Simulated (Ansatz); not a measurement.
CH₆MgOSi (`[CH3][Mg][O][SiH3]`). The species carries charge 0 and has multiplicity 1. The structure was optimised at the PBE0-D4/def2-TZVP level. It is one conformer, not always the lowest.

```xyz
10

C     0.639   -2.704    0.533
Mg    0.172   -0.727    0.143
O    -0.235    0.993   -0.197
Si   -0.598    2.531   -0.499
H     0.839   -3.258   -0.388
H    -0.179   -3.215    1.050
H     1.528   -2.789    1.165
H    -1.735    2.649   -1.461
H    -0.993    3.257    0.745
H     0.561    3.264   -1.091
```

Task: What is the dipole moment at PBE/def2-TZVPP? (Estimate.)

Result: Ansatz gave: 2.25 D, with components (0.51, -2.15, 0.43) D in this frame, pointing from negative to positive charge.

Task: And with r2SCAN, B3LYP, ωB97M-V? (An estimate is asked.)

Result: Ansatz gave: r2SCAN 2.10 D, B3LYP 2.11 D, ωB97M-V 2.07 D.

Task: Give the Mulliken charges with PBE, B3LYP, ωB97M-V in def2-TZVPP. (An estimate is asked.)

Result: Computed: 
| atom | PBE | B3LYP | ωB97M-V |
| --- | --- | --- | --- |
| C1 | -0.65 | -0.66 | -0.74 |
| Mg2 | 0.79 | 0.86 | 0.86 |
| O3 | -0.55 | -0.62 | -0.62 |
| Si4 | 0.31 | 0.39 | 0.31 |
| H5 | 0.12 | 0.12 | 0.13 |
| H6 | 0.12 | 0.12 | 0.13 |
| H7 | 0.12 | 0.12 | 0.13 |
| H8 | -0.09 | -0.11 | -0.07 |
| H9 | -0.09 | -0.11 | -0.07 |
| H10 | -0.09 | -0.11 | -0.07 |

B3LYP here is the variant with VWN-RPA as its local correlation; programs differ in this.
